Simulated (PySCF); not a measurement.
# Spinor energies of Ru³⁺ (ruthenium, charge +3)

Start: [Kr] 4d4 5p1; 4d5/2 filled at m_j = -1/2, +1/2, +3/2, +5/2; 5p3/2 filled at m_j = +3/2. Calculated with PySCF 2.14 in x2c-TZVPall-2c with one added diffuse shell each of s, p, d type (9s10p8d1f, 86 functions): generalised Hartree-Fock with the X2C-1e Hamiltonian and a Gaussian nucleus; one run each with spin-orbit coupling (SO) switched off, then screened by Boettger's factors. This is a chosen level, not necessarily the ground level.

| spinor shell | electrons | ε, spin-free (eV) | ε, screened SO (eV) | weight of nominal j (screened SO) | rms radius, screened SO (bohr) |
| --- | --- | --- | --- | --- | --- |
| 1s1/2 | 2 | -22277.7 | -22276.4 | 1.000 | 0.0384 |
| 2s1/2 | 2 | -3320.0 | -3319.7 | 1.000 | 0.158 |
| 2p1/2 | 2 | -2971.2 | -3061.6 | 1.000 | 0.137 |
| 2p3/2 | 4 | -2971.2 | -2929.2 | 1.000 | 0.142 |
| 3s1/2 | 2 | -654.34 | -654.32 | 1.000 | 0.428 |
| 3p1/2 | 2 | -536.70 | -552.68 | 1.000 | 0.425 |
| 3p3/2 | 4 | -536.70 | -529.33 | 1.000 | 0.435 |
| 3d3/2 | 4 | -347.49 | -350.25 | 0.966 | 0.417 |
| 3d5/2 | 6 | -347.49 | -345.67 | 0.977 | 0.420 |
| 4s1/2 | 2 | -134.79 | -134.83 | 1.000 | 1.07 |
| 4p1/2 | 2 | -98.312 | -103.41 | 0.702 | 1.17 |
| 4p3/2 | 4 | -98.312 | -95.934 | 0.851 | 1.18 |
| 4d5/2 | 4 | -51.423 | -51.421 | 0.658 | 1.49 |
| 5p3/2 | 1 | -27.343 | -27.183 | 1.000 | 3.13 |

```json
{"quantity": "E (hartree)", "spin-free": "-4525.26121", "screened SO": "-4525.89279"}
{"quantity": "M_J", "spin-free": "11/2", "screened SO": "11/2"}
{"quantity": "⟨J²⟩", "spin-free": "35.754", "screened SO": "35.756"}
{"quantity": "⟨L²⟩", "spin-free": "12.003", "screened SO": "12.102"}
{"quantity": "⟨S²⟩", "spin-free": "8.751", "screened SO": "8.706"}
```

Each row is a mean over spinors that exchange with the open shell spreads, by up to 11.137 eV (4p3/2).

Rows whose weight is well below 1 are mixtures of j = l ± 1/2: exchange outweighs spin-orbit coupling there, and the label is only the starting occupation.

Breit and QED terms are absent; they matter most for the inner s and p1/2 levels.

Densities and radii are taken from the X2C orbitals without a picture-change correction, which distorts them close to the nucleus.

Without spin-orbit coupling the j labels of p, d and f shells carry no meaning; the spin-free column gives the mean over the occupied spinors of each nl shell.
